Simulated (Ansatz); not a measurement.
Molecule: silicon monosulfide, SiS, charge 0, multiplicity 1. 
Coordinates optimised at B3LYP-D3(BJ)/def2-TZVP (Ansatz, a first-principles code):
```xyz
2

Si     0.0000     0.0000    -1.0336
S      0.0000     0.0000     0.9044
```
Charge 0, spin multiplicity 1.

Parts of the frozen-core correlation energy in STO-3G (Ansatz, hartree). Frozen orbitals: 10; correlated occupied orbitals by spin: 5 and 5; virtual: 3 and 3. No spin-orbit coupling. Non-relativistic.

```tsv
term	value
reference (HF)	-678.74124
MP2 opposite-spin	-0.07116
MP2 same-spin	-0.02501
CCSD correlation	-0.09655
(T)	-0.01066
FCI minus CCSD(T)	-0.00048
T1 diagnostic	0.040
largest doubles amplitude	0.125
```
